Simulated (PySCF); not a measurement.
C7H7N3O.

```xyz
18

C      2.0965    -1.2185     0.0000
N      0.6693    -1.4822     0.0000
C      0.1003    -2.7236     0.0000
C     -1.2835    -2.5911     0.0000
C     -1.5665    -1.2093     0.0000
C     -0.3407    -0.5373     0.0000
C     -0.0911     0.8735     0.0000
N      1.0407     1.5333     0.0000
N      0.7120     2.8770     0.0000
C     -0.5777     2.9366     0.0000
O     -1.1665     1.7138     0.0000
H      2.6229    -2.1817     0.0000
H      2.3850    -0.6354    -0.8855
H      2.3850    -0.6354     0.8855
H      0.7278    -3.6138     0.0000
H     -2.0019    -3.4089     0.0000
H     -2.5426    -0.7274     0.0000
H     -1.2215     3.8135     0.0000
```
Charge 0, spin multiplicity 1.

Geometry: r2SCAN-D4/def2-SVP. The values are those of a single conformer.

The numbers are results of B3LYP/pcSseg-1 (PySCF), not measurements. Non-relativistic, no solvent.

Question: Give the absolute GIAO shielding of each atom: isotropic value and principal components (ppm). (An estimate is asked for; the answer gives what the named calculation found.)

Answer: 
| atom | σ(iso) | σ11 | σ22 | σ33 | span |
|---|---|---|---|---|---|
| C1 | 138.2 | 121.7 | 121.9 | 170.9 | 49.2 |
| N2 | 73.7 | -24.6 | 76.5 | 169.3 | 193.9 |
| C3 | 45.2 | -27.7 | 53.3 | 110.0 | 137.7 |
| C4 | 63.8 | -14.7 | 50.1 | 156.1 | 170.8 |
| C5 | 57.6 | -19.2 | 41.6 | 150.4 | 169.6 |
| C6 | 54.7 | -5.4 | 47.4 | 122.1 | 127.5 |
| C7 | 11.6 | -75.7 | 34.3 | 76.1 | 151.8 |
| N8 | -75.1 | -285.9 | -95.4 | 155.8 | 441.7 |
| N9 | -103.4 | -342.0 | -119.8 | 151.4 | 493.4 |
| C10 | 23.1 | -74.9 | 59.2 | 84.9 | 159.7 |
| O11 | 11.4 | -65.5 | -54.9 | 154.5 | 220.0 |
| H12 | 27.9 | 22.5 | 28.0 | 33.1 | 10.6 |
| H13 | 27.1 | 22.3 | 26.1 | 32.9 | 10.6 |
| H14 | 27.1 | 22.3 | 26.1 | 32.9 | 10.6 |
| H15 | 24.7 | 21.5 | 25.4 | 27.1 | 5.6 |
| H16 | 25.1 | 22.6 | 25.6 | 27.1 | 4.5 |
| H17 | 24.3 | 20.6 | 25.3 | 26.8 | 6.2 |
| H18 | 23.4 | 20.6 | 24.2 | 25.4 | 4.8 |
